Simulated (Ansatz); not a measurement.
`[CH3][Zr]([F])([F])[F]` + `N=C=O` → `O=C=[N][Zr]([F])([F])[F]` + CH₄ at 400 K and 1 bar (ligand exchange at a Zr–C bond).

Calculated with Ansatz (gas phase, PBE0-D4/def2-TZVP geometries, no zero-point term in ΔE). CCSD(T)/CBS adds triple-zeta CCSD(T) − MP2 to the extrapolated MP2 energy (def2 sets, frozen cores). This one scheme is used for every species. Elements past krypton have def2 core potentials. For Zr outer-core shells are correlated without core-valence functions, which leaves a few kJ/mol of doubt a bond. Each species was taken in one conformer, which may not be the lowest.

```tsv
species	CCSD(T)/CBS energy (Eh)	H − E (kJ/mol)	S (J/(mol·K))
`[CH3][Zr]([F])([F])[F]`	-386.47392	140.5	395.7
`N=C=O`	-168.51995	72.4	252.4
`O=C=[N][Zr]([F])([F])[F]`	-514.59914	88.1	425.1
CH₄	-40.46206	131.3	197.2
```

H − E and S are ideal-gas, rigid-rotor, harmonic terms from PBE0-D4/def2-TZVP, for one conformer and one mirror image of each species. 1 Eh = 2625.50 kJ/mol, R = 8.31446 J/(mol·K).

Task: By hand: ΔE, ΔH, ΔS and ΔG.

Result: ΔE = (-514.59914) + (-40.46206) − (-386.47392) − (-168.51995) = -0.06733 Eh = -176.8 kJ/mol. Δ(H − E) = 88.1 + 131.3 − 140.5 − 72.4 = 6.5, so ΔH = -170.3 kJ/mol. ΔS = 425.1 + 197.2 − 395.7 − 252.4 = -25.8 J/(mol·K). ΔG = -170.3 − 400 × (-25.8)/1000 = -160.0 kJ/mol.

Task: By hand: the equilibrium constant, and the temperature at which ΔG would vanish if ΔH and ΔS stayed fixed.

Result: log₁₀ K = −ΔG/(RT ln 10) = 20.9. ΔG = 0 at ΔH/ΔS = 6601 K, far beyond where these terms or the molecules hold.

ΔH outweighs TΔS. A doubt of 5 kJ/mol in ΔE shifts log₁₀ K by 0.7 here. Other conformers and mirror images would add mixing entropy, several J/(mol·K) or more a flexible species. Modes under 60 cm⁻¹, often nearly free rotors, make the harmonic entropy too high. These are equilibria of isolated gas molecules and say nothing of rates. Largest T1 diagnostic: 0.018 (customary marks: 0.02 for closed shells, 0.045 for open ones).
